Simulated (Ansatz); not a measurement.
Ansatz (a program for electronic structure) input (X2C-CCSD(T)/cc-pVTZ-DK):

Ansatz 0.2 input:
```yaml
crystal:
  periodic: [false, false, false]
  atoms:
    - {symbol: Si, position_ang: [-0.36500329, -0.33486679, -0.05555181]}
    - {symbol: O, position_ang: [-1.47066482, -1.34923935, -0.22382837]}
    - {symbol: Cl, position_ang: [-0.40165457, 1.56710758, -0.72588034]}
    - {symbol: Cl, position_ang: [1.39432308, -0.65639877, 0.87695989]}
basis:
  gaussian:
    orbitals: cc-pVTZ-DK
magnetization: {spin_polarized: false}
correlation: {method: ccsd_t, electrons: outside_noble_gas}
```

Output:

```
Functional definition: HF
integrals: 0.24 GiB planned
801 factors; integrals over basis functions are off by at most 1.6e-3 eV
mean field: 0.50 GiB planned
mean field evaluation 1: about -35001.1945 eV, gradient 4.7e1 eV
mean field evaluation 2: about -35001.4468 eV, gradient 4.8e1 eV
mean field evaluation 4: about -35005.9673 eV, gradient 3.0e0 eV
mean field evaluation 8: about -35006.0346 eV, gradient 3.6e-1 eV
mean field evaluation 16: about -35006.0359 eV, gradient 2.6e-6 eV
mean field -35006.03589280 eV, -1286.4480911170 hartree, gradient 2.6e-6 eV, S^2 0.000000; 0 other end points of the search recorded, 0 dependent functions left out
16 core orbitals not correlated
reference -35006.03589280 eV, -1286.4480911170 hartree; 12, 12 occupied and 104, 104 virtual orbitals, 801 factors
second order -19.59846431 eV of doubles, -0.00000000 eV of singles
coupled cluster: 0.43 GiB planned
cycle   1  -19.65498772 eV  change   -5.7e-2 eV  update   1.2e-1
cycle   2  -20.11969935 eV  change   -4.6e-1 eV  update   4.6e-2
cycle   3  -20.27319311 eV  change   -1.5e-1 eV  update   2.2e-2
cycle   4  -20.26398037 eV  change    9.2e-3 eV  update   6.5e-3
cycle   5  -20.25746693 eV  change    6.5e-3 eV  update   2.7e-3
cycle   6  -20.25873151 eV  change   -1.3e-3 eV  update   8.9e-4
cycle   7  -20.25848758 eV  change    2.4e-4 eV  update   3.5e-4
cycle   8  -20.25842544 eV  change    6.2e-5 eV  update   1.2e-4
cycle   9  -20.25850115 eV  change   -7.6e-5 eV  update   4.3e-5
cycle  10  -20.25849125 eV  change    9.9e-6 eV  update   1.6e-5
perturbative correction -0.93776052 eV, -0.0344620633 hartree
Total energy: -35027.23214456 eV, -1287.2270390021 hartree
Relativity: scalar
```
